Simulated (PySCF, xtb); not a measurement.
C3H7O2, SMILES [CH2]C(O)CO, multiplicity 2. One conformer was computed; it need not be the lowest.

Harmonic wavenumbers (cm⁻¹) from GFN2-xTB (xtb) at its own minimum, in rising order: 107, 169, 242, 295, 346, 402, 426, 463, 662, 844, 896, 942, 1050, 1076, 1122, 1166, 1215, 1228, 1287, 1323, 1330, 1377, 1473, 2787, 2820, 2991, 3158, 3213, 3454, 3543.

Problem. What does B3LYP-D3(BJ)/def2-SVP in PySCF 2.14.0 give at its own minimum? (Estimate from the structure and the level; the computed values follow.)

Solution. 134, 150, 252, 335, 390, 412, 465, 528, 731, 844, 916, 967, 1037, 1119, 1148, 1204, 1224, 1302, 1359, 1387, 1431, 1444, 1495, 2883, 2932, 3068, 3156, 3280, 3748, 3806. Paired by order, the mean absolute difference is 60 cm⁻¹ and the zero-point energies are 59.2 and 61.7 kcal/mol.
